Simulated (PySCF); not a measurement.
A structure optimised at PBE-D3(BJ)/def2-TZVP, used in a PySCF frequency run:

```xyz
5

Ca     0.0000     0.0000     0.1483
O      0.0000     2.0111    -0.1418
O      0.0000    -2.0111    -0.1418
H      0.0000     2.9521    -0.3491
H      0.0000    -2.9521    -0.3491
```
Charge 0, spin multiplicity 1.

Question: Write its SMILES, formula and point group.

Answer: [OH][Ca][OH], CaH2O2, C2v

Question: What are its rotational constants (standard atomic weights)?

Answer: 286.46, 3.4383, 3.3976 GHz
